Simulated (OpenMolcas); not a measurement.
## How basis sets differ on CH3ClFIn (SMILES [CH3][In]([F])[Cl])

CH3ClFIn: 7 atoms, total charge 0, spin state singlet. SMILES: `[CH3][In]([F])[Cl]`. Geometry: relaxed at PBE0-D4/def2-TZVP.

```xyz
7

C    -0.3908    0.9514    0.4273
In    0.3910   -0.8461   -0.3843
F     2.3060   -1.1255   -0.6005
Cl   -0.7284   -2.7287   -1.1355
H    -1.1129    1.3730   -0.2708
H    -0.8913    0.7257    1.3685
H     0.4263    1.6504    0.5952
```

Quantity: the dipole moment, in D. The values are calculated.

```json
{"level": "HF/ANO-R0 (sfX2C)", "kind": "Hartree–Fock", "program": "OpenMolcas", "value (D)": "1.79", "CPU time": "11 s"}
{"level": "HF/ANO-RCC-MB (DKH2)", "kind": "Hartree–Fock", "program": "OpenMolcas", "value (D)": "4.13", "CPU time": "12 s"}
{"level": "HF/STO-3G", "kind": "Hartree–Fock", "program": "OpenMolcas", "value (D)": "3.24", "CPU time": "5.9 s"}
{"level": "HF/3-21G", "kind": "Hartree–Fock", "program": "OpenMolcas", "value (D)": "4.57", "CPU time": "8.6 s"}
{"level": "HF/def2-SVP (core potential)", "kind": "Hartree–Fock", "program": "OpenMolcas", "value (D)": "4.27", "CPU time": "14 s"}
```

All-electron rows without a relativistic Hamiltonian named are non-relativistic, while core potentials hold scalar relativity, so basis and relativity change together. The values span 1.79 to 4.57 D. Magnitudes only. Sets without polarisation functions give poor dipoles. Times are those of the runs behind each value, whatever else they computed, on shared processors of several kinds: orders of magnitude only.
